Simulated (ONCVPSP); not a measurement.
## Pseudopotential generation for Al: ONCV, Wu-Cohen, non-relativistic.

* Element: Al (Z = 13)
* Generator: ONCVPSP 4.0.1
* Type: optimised norm-conserving Vanderbilt (ONCV)
* Functional: Wu-Cohen
* Relativity: non-relativistic
* Frozen core: [Ne]
* Valence charge: 3
* Reference configuration: 3s2 3p1
* Partial waves: 3s: rc 1.80 bohr, ncon 4, nbas 7, qcut 3.9 1/bohr, 3 projectors, debl 2.8 Ha; 3p: rc 2.60 bohr, ncon 3, nbas 6, qcut 3.3 1/bohr, 2 projectors, debl 1 Ha
* Local potential: polynomial inside 1.75 bohr (lpopt 1, dvloc0 1 Ha)
* Core correction: Teter function, fcfact 1.75, rcfact 1.7

All-electron outer shells of the reference configuration (Wu-Cohen, non-relativistic, ld1.x):

```json
{"shell": "2s", "level (eV)": "-107.49", "outermost node (bohr)": "0.17", "outermost maximum (bohr)": "0.50"}
{"shell": "2p", "level (eV)": "-69.70", "outermost node (bohr)": "–", "outermost maximum (bohr)": "0.43"}
{"shell": "3s", "level (eV)": "-7.70", "outermost node (bohr)": "0.80", "outermost maximum (bohr)": "2.09"}
{"shell": "3p", "level (eV)": "-2.69", "outermost node (bohr)": "0.82", "outermost maximum (bohr)": "2.64"}
```

Estimate the cutoffs (Ha) at which the residual kinetic energy of the hardest occupied pseudo-wave falls to 1 and 0.1 mHa per electron.

5.7 Ha and 7.5 Ha. The cutoffs count occupied waves only; projector 3 of the s channel, the hardest unoccupied one, needs 65 Ha at the loose tolerance.

Does the potential have ghost states?

No bound ghost flagged; GHOST(+) flagged for s at 230.8 eV.

Which valence shell sets the plane-wave cutoff?

3s: 6 Ha for 1 mHa per electron, against 2 Ha for 3p.

Tests: 3s2 3p0; 3s1 3p0; 3s2 3p0.5; 3s0 3p3. Which has the largest error in its energy relative to the reference configuration, and how large is it?

3s1 3p0, with -59 meV (all-electron minus pseudo) on +24.91 eV.
